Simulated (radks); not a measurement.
Q: All-electron atom: Tm2+ in [Xe] 4f10 6s2 6p1 (not the ground configuration). Method: Dirac Kohn-Sham, LDA (Slater exchange, Perdew-Wang correlation), spin-unpolarised, spherical densities, finite nucleus; open shells fill j = l - 1/2 first; Fermi nuclear charge, rms radius 5.2256 fm; computed with a radial shooting solver on a logarithmic mesh with Libxc functionals. Some entries of the table are withheld. Estimate them.

orbital  occ.  eigenvalue (hartree)  r(max) (bohr)  <r^2> (bohr^2)
1s1/2       2             -2175.483            (1)       0.0005494
2s1/2       2             -368.4177        0.07213        0.008469
2p1/2       2             -351.4089        0.05404        0.006094
2p3/2       4             -315.4380        0.06037        0.007310
3s1/2       2                   (2)         0.2037         0.05585
3p1/2       2             -76.77924         0.1913         0.05157
3p3/2       4             -69.18958         0.2045         0.05838
3d3/2       4             -56.30129         0.1611         0.04584
3d5/2       6             -54.64199         0.1648         0.04772
4s1/2       2             -18.07345         0.4643          0.2784
4p1/2       2             -15.04619         0.4657          0.2894
4p3/2       4             -13.30519         0.4937          0.3263
4d3/2       4              -8.30185         0.4942          0.3625
4d5/2       6              -7.98145         0.5032          0.3765
5s1/2       2              -3.33147          1.059           1.521
5p1/2       2              -2.43338          1.136           1.839
5p3/2       4              -2.16415          1.211           2.098
4f5/2       6              -1.86348         0.4807          0.5825
4f7/2       4              -1.81123         0.4854          0.5981
6s1/2       2              -0.80344            (3)           8.712
6p1/2       1              -0.59496          2.937           11.68
6p3/2       0              -0.55392          3.114           12.99

A: 
(1) 1s1/2 r(max) (bohr): 0.01262
(2) 3s1/2 eigenvalue (hartree): -84.29237
(3) 6s1/2 r(max) (bohr): 2.552
